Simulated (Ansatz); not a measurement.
Steps of a relaxation of C$_{2}$H$_{7}$GeIn with RKS PBE-D4/def2-SVP.

```sh
$ ansatz run in.yaml --threads 4 --pin off --events-out ev --progress --plain --max-ram 10444MiB
```

```yaml
crystal:
  periodic: [false, false, false]
  atoms:
    - {symbol: C, position_ang: [-1.545300, 1.130200, -0.160100]}
    - {symbol: C, position_ang: [-0.385600, 1.226400, -0.717800]}
    - {symbol: In, position_ang: [0.817800, -0.176600, -1.209000]}
    - {symbol: Ge, position_ang: [1.143700, -1.457600, 0.652000]}
    - {symbol: H, position_ang: [-2.029800, 0.207200, 0.057200]}
    - {symbol: H, position_ang: [-2.146500, 2.103000, 0.027300]}
    - {symbol: H, position_ang: [0.094100, 2.187100, -0.962800]}
    - {symbol: H, position_ang: [1.789100, -0.022900, -0.660300]}
    - {symbol: H, position_ang: [0.559100, -0.583400, 1.874700]}
    - {symbol: H, position_ang: [1.919100, -2.641000, 1.232500]}
    - {symbol: H, position_ang: [-0.150400, -2.029200, -0.113400]}
basis:
  gaussian: {orbitals: def2-SVP}
hamiltonian: {xc: pbe, dispersion: d4}
relax: {f_tol: 0.03, max_steps: 200}
```

Positions (Å) and forces (eV/Å) along the path, 12 of 22 steps:

```xyz
11
step=1 energy=-63847.6747 eV
C    -1.545    1.130   -0.160   -3.653    3.187    1.184
C    -0.386    1.226   -0.718   -0.408    2.367   -0.022
In    0.818   -0.177   -1.209  -20.577   -3.137  -18.892
Ge    1.144   -1.458    0.652    0.062   -1.554    6.185
H    -2.030    0.207    0.057   -0.704   -1.177    0.365
H    -2.147    2.103    0.027    0.399   -1.314    0.120
H     0.094    2.187   -0.963   -0.236    0.395   -0.016
H     1.789   -0.023   -0.660   25.201    2.591   11.419
H     0.559   -0.583    1.875   -0.125   -0.835   -0.038
H     1.919   -2.641    1.232    0.148   -0.434    0.027
H    -0.150   -2.029   -0.113   -0.109   -0.088   -0.331
11
step=7 energy=-63858.1558 eV
C    -1.580    1.143   -0.110    0.588   -0.238   -0.748
C    -0.427    1.304   -0.828   -0.297    0.103    0.127
In    0.754   -0.101   -2.277   -0.291    0.154    0.067
Ge    1.110   -1.315    0.824   -0.431   -0.897   -0.082
H    -2.055    0.124   -0.055    0.097    0.601    0.184
H    -2.117    1.997    0.368    0.075   -0.335    0.006
H    -0.016    2.350   -0.905   -0.259   -0.231    0.198
H     1.998   -0.577   -0.177    0.437    0.451   -0.053
H     0.512   -0.546    2.006    0.090    0.210    0.063
H     1.918   -2.572    1.274   -0.031    0.123    0.101
H    -0.032   -1.862   -0.101    0.021    0.059    0.137
11
step=8 energy=-63858.2406 eV
C    -1.604    1.177   -0.174    0.396    0.040   -0.292
C    -0.468    1.370   -0.903   -0.224    0.262    0.217
In    0.651   -0.003   -2.358   -0.090   -0.049    0.028
Ge    1.151   -1.405    0.868   -0.165   -0.309   -0.216
H    -2.069    0.161   -0.121    0.002    0.420    0.097
H    -2.117    2.008    0.383    0.145   -0.464   -0.173
H    -0.057    2.418   -0.917   -0.231   -0.234    0.110
H     2.052   -0.615   -0.123    0.095    0.163    0.160
H     0.575   -0.596    2.049    0.109    0.084   -0.067
H     1.955   -2.643    1.356   -0.007    0.073    0.046
H    -0.003   -1.930   -0.040   -0.031    0.014    0.089
11
step=9 energy=-63858.2758 eV
C    -1.600    1.180   -0.202    0.178    0.148   -0.037
C    -0.472    1.403   -0.930   -0.170    0.396    0.220
In    0.598    0.008   -2.386   -0.043   -0.060   -0.023
Ge    1.157   -1.439    0.864   -0.066   -0.078    0.050
H    -2.072    0.171   -0.174   -0.010    0.251    0.074
H    -2.107    1.982    0.406    0.192   -0.465   -0.282
H    -0.082    2.458   -0.894   -0.136   -0.303    0.038
H     2.082   -0.626   -0.082    0.047    0.085    0.044
H     0.619   -0.586    2.038    0.058    0.007   -0.089
H     1.957   -2.659    1.397   -0.024    0.025   -0.013
H    -0.016   -1.949   -0.016   -0.028   -0.006    0.019
11
step=10 energy=-63858.2992 eV
C    -1.532    1.114   -0.201   -0.085   -0.040   -0.030
C    -0.415    1.392   -0.905    0.225   -0.112   -0.181
In    0.437   -0.047   -2.491   -0.046    0.056    0.152
Ge    1.123   -1.382    0.850    0.087    0.050    0.023
H    -2.016    0.117   -0.212   -0.030   -0.009   -0.061
H    -2.051    1.864    0.423   -0.050    0.047    0.178
H    -0.014    2.420   -0.788   -0.027    0.061   -0.040
H     2.115   -0.545   -0.010   -0.049   -0.048   -0.011
H     0.595   -0.513    2.013   -0.013   -0.017   -0.002
H     1.878   -2.628    1.390   -0.043    0.014   -0.012
H    -0.054   -1.849   -0.050    0.031   -0.004   -0.016
11
step=14 energy=-63858.3108 eV
C    -1.529    1.114   -0.219   -0.055   -0.005   -0.004
C    -0.421    1.413   -0.933    0.013   -0.015   -0.016
In    0.372   -0.076   -2.477   -0.008    0.006    0.008
Ge    1.134   -1.371    0.862    0.011    0.012   -0.020
H    -2.051    0.137   -0.309    0.040    0.036    0.005
H    -2.005    1.814    0.499   -0.003   -0.010    0.001
H     0.009    2.423   -0.765    0.007   -0.008    0.009
H     2.124   -0.544   -0.005   -0.012   -0.010    0.012
H     0.581   -0.503    2.012    0.002    0.000   -0.001
H     1.873   -2.619    1.414    0.001    0.002    0.006
H    -0.023   -1.845   -0.059    0.004   -0.007    0.000
11
step=16 energy=-63858.3119 eV
C    -1.561    1.131   -0.233    0.038    0.006   -0.021
C    -0.418    1.394   -0.908   -0.030    0.031    0.050
In    0.344   -0.096   -2.464   -0.004   -0.004   -0.004
Ge    1.154   -1.370    0.856   -0.005   -0.003    0.013
H    -2.114    0.176   -0.353    0.017    0.029   -0.006
H    -2.029    1.836    0.486    0.007   -0.015   -0.011
H     0.053    2.382   -0.706   -0.027   -0.046   -0.009
H     2.143   -0.548   -0.014    0.004    0.004   -0.008
H     0.593   -0.493    1.995   -0.003    0.000   -0.004
H     1.896   -2.607    1.427    0.003    0.001   -0.001
H     0.005   -1.862   -0.066    0.000   -0.002    0.000
11
step=17 energy=-63858.3123 eV
C    -1.569    1.137   -0.238    0.077    0.013   -0.035
C    -0.415    1.391   -0.900   -0.069    0.009    0.055
In    0.328   -0.101   -2.464   -0.003   -0.003   -0.005
Ge    1.161   -1.370    0.856   -0.010   -0.006    0.006
H    -2.135    0.192   -0.376    0.009    0.015   -0.004
H    -2.033    1.838    0.486    0.003   -0.007   -0.010
H     0.069    2.368   -0.683   -0.016   -0.027   -0.001
H     2.146   -0.550   -0.020    0.007    0.008   -0.006
H     0.593   -0.488    1.989    0.001   -0.001   -0.003
H     1.907   -2.600    1.435    0.001    0.003    0.002
H     0.014   -1.873   -0.064   -0.001   -0.002    0.002
11
step=18 energy=-63858.3126 eV
C    -1.575    1.141   -0.245    0.090    0.007   -0.063
C    -0.408    1.383   -0.887   -0.092   -0.009    0.051
In    0.301   -0.105   -2.470   -0.002    0.002    0.003
Ge    1.165   -1.367    0.854   -0.007   -0.004    0.007
H    -2.161    0.212   -0.413    0.015    0.023    0.005
H    -2.033    1.836    0.488   -0.001   -0.004    0.002
H     0.095    2.343   -0.644   -0.010   -0.019    0.002
H     2.144   -0.546   -0.029    0.001    0.001   -0.005
H     0.591   -0.479    1.978   -0.001    0.000   -0.002
H     1.923   -2.584    1.447    0.000    0.001   -0.003
H     0.022   -1.890   -0.059    0.007    0.002    0.004
11
step=19 energy=-63858.3128 eV
C    -1.579    1.142   -0.251    0.112    0.088   -0.029
C    -0.405    1.379   -0.882   -0.082   -0.037    0.038
In    0.286   -0.108   -2.474   -0.001    0.005    0.004
Ge    1.168   -1.364    0.854   -0.003   -0.006   -0.006
H    -2.177    0.229   -0.440   -0.038   -0.054   -0.009
H    -2.030    1.830    0.494    0.003   -0.012   -0.007
H     0.113    2.324   -0.617    0.005    0.011    0.003
H     2.140   -0.545   -0.037   -0.002   -0.001    0.002
H     0.589   -0.471    1.972    0.001    0.000   -0.001
H     1.935   -2.572    1.455   -0.002    0.005   -0.001
H     0.027   -1.901   -0.054    0.006    0.003    0.006
11
step=20 energy=-63858.3129 eV
C    -1.586    1.147   -0.258    0.066   -0.001   -0.005
C    -0.402    1.374   -0.874   -0.046   -0.006    0.020
In    0.274   -0.113   -2.473    0.000    0.005    0.001
Ge    1.171   -1.362    0.853    0.000   -0.006   -0.008
H    -2.196    0.243   -0.465    0.002    0.021   -0.002
H    -2.029    1.828    0.497   -0.013   -0.004   -0.011
H     0.130    2.306   -0.589   -0.011   -0.014   -0.004
H     2.137   -0.544   -0.046   -0.003   -0.002    0.004
H     0.590   -0.463    1.965    0.003   -0.001    0.000
H     1.946   -2.561    1.460   -0.003    0.007   -0.001
H     0.031   -1.911   -0.049    0.004    0.003    0.006
11
step=22 energy=-63858.3131 eV
C    -1.589    1.148   -0.259    0.006    0.010   -0.001
C    -0.402    1.370   -0.869   -0.003   -0.001    0.001
In    0.277   -0.110   -2.471    0.002   -0.001    0.000
Ge    1.173   -1.363    0.852    0.000    0.000    0.003
H    -2.202    0.247   -0.469   -0.002    0.001    0.001
H    -2.037    1.833    0.490   -0.002   -0.006    0.000
H     0.131    2.301   -0.584   -0.001   -0.002   -0.001
H     2.139   -0.547   -0.050   -0.002   -0.002   -0.001
H     0.598   -0.463    1.966    0.000    0.001    0.000
H     1.949   -2.562    1.460    0.000    0.000   -0.002
H     0.030   -1.912   -0.045    0.003    0.001    0.001
```

It took 56 s on 4 threads of an Arm Neoverse N1 on a shared host, with 0.18 GiB of host memory at the peak.
